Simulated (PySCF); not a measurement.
# Spin-rotation constants: `InChI=1S/C6H7GeP/c1-2-6-3-4-7(8)5-6/h1,3-5,7H,8H2/t7-/m0/s1`

Geometry (Å), atoms numbered from 1 in this order:
```xyz
15

C    -3.3624    1.2226    0.6466
C    -2.2990    0.7583    0.3353
C    -1.0569    0.1861   -0.0158
C    -0.0578    0.8669   -0.6086
Ge    1.4631   -0.3465   -0.8497
P     3.4114    0.1117    0.3196
C     0.3398   -1.7601   -0.0820
C    -0.8371   -1.2377    0.2656
H    -4.2885    1.6377    0.9124
H    -0.1420    1.9139   -0.8480
H     1.7820   -0.5928   -2.3134
H     3.4029    1.4427   -0.0776
H     2.6974    0.3962    1.4768
H     0.5812   -2.7963    0.0843
H    -1.6385   -1.7947    0.7325
```

The calculation used GIAO HCTH407/pcSseg-0 magnetisability, rotational g tensor and spin-rotation constants, non-relativistic, gas phase (PySCF). Geometry: GFN2-xTB.

The calculation is non-relativistic, which matters for the atoms heavier than Zn.

Question: Give the nuclear spin-rotation constants along the inertial axes (H = +C I·J) beside the isotropic shieldings.

Answer: Rotational constants 3.0741, 0.6576, 0.6149 GHz. A star marks the isotopologue with that one atom substituted, in its own axes.
| atom | isotope | Caa (kHz) | Cbb (kHz) | Ccc (kHz) | mean (kHz) | σ (ppm) |
| --- | --- | --- | --- | --- | --- | --- |
| P6 | 31P | 2.776 | 0.563 | 0.426 | 1.255 | 629.8 |
| H9 | 1H | 0.058 | -0.074 | -0.079 | -0.032 | 30.4 |
| H10 | 1H | -0.312 | 0.031 | -0.051 | -0.111 | 26.7 |
| H11 | 1H | -0.240 | -0.054 | 0.003 | -0.097 | 27.5 |
| H12 | 1H | -0.385 | -0.019 | -0.059 | -0.154 | 32.0 |
| H13 | 1H | -0.232 | -0.078 | -0.035 | -0.115 | 32.0 |
| H14 | 1H | -0.266 | 0.024 | -0.058 | -0.100 | 27.1 |
| H15 | 1H | -0.058 | -0.029 | -0.043 | -0.043 | 26.5 |
| C1 | 13C* | 0.422 | 0.187 | 0.182 | 0.264 | 102.1 |
| C2 | 13C* | 0.116 | 0.215 | 0.221 | 0.184 | 101.7 |
| C3 | 13C* | 1.201 | 0.231 | 0.127 | 0.520 | 53.7 |
| C4 | 13C* | 1.187 | 0.261 | 0.135 | 0.528 | 42.0 |
| Ge5 | 73Ge* | -0.790 | -0.160 | -0.180 | -0.377 | 1515.1 |
| C7 | 13C* | 1.057 | 0.258 | 0.130 | 0.482 | 53.3 |
| C8 | 13C* | 1.007 | 0.277 | 0.160 | 0.481 | 40.2 |

For the geometry as given, no vibrational averaging.
